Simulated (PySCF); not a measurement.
F4H2Si2. Atoms are numbered in the order given.

```xyz
8

Si     0.6037    -1.4920     0.0000
F     -0.7619    -2.3795     0.0000
Si    -0.0167     0.7432     0.0000
F     -0.8821     1.1392     1.2969
F     -0.8821     1.1392    -1.2969
F      1.3042     1.6656     0.0000
H      1.3889    -1.7984     1.2225
H      1.3889    -1.7984    -1.2225
```

Geometry: ωB97X-D3(BJ)/def2-SVP. The values are those of a single conformer.

The numbers are results of PySCF with CAM-B3LYP/def2-TZVP, not measurements.

Atomic charges (e):

| atom | Löwdin | Mulliken |
|---|---|---|
| Si1 | (withheld) | 0.39 |
| F2 | -0.02 | -0.32 |
| Si3 | -0.13 | 0.87 |
| F4 | (withheld) | -0.30 |
| F5 | (withheld) | -0.30 |
| F6 | (withheld) | -0.30 |
| H7 | (withheld) | -0.02 |
| H8 | (withheld) | -0.02 |

### Question
What belongs in the gaps? (An estimate is asked for; the answer gives what the named calculation found.)

### Answer

- Si1, Löwdin: 0.14
- F4, Löwdin: 0.03
- F5, Löwdin: 0.03
- F6, Löwdin: 0.02
- H7, Löwdin: -0.03
- H8, Löwdin: -0.03

Computed Mayer and Wiberg (Löwdin basis) orders of the bonds:
```json
[
 {"bond": "Si1–F2", "Mayer": "1.06", "Wiberg": "1.70"},
 {"bond": "Si1–Si3", "Mayer": "0.92", "Wiberg": "1.03"},
 {"bond": "Si3–F4", "Mayer": "1.12", "Wiberg": "1.73"},
 {"bond": "Si3–F5", "Mayer": "1.12", "Wiberg": "1.73"},
 {"bond": "Si3–F6", "Mayer": "1.11", "Wiberg": "1.72"},
 {"bond": "Si1–H7", "Mayer": "0.94", "Wiberg": "0.94"},
 {"bond": "Si1–H8", "Mayer": "0.94", "Wiberg": "0.94"}
]
```
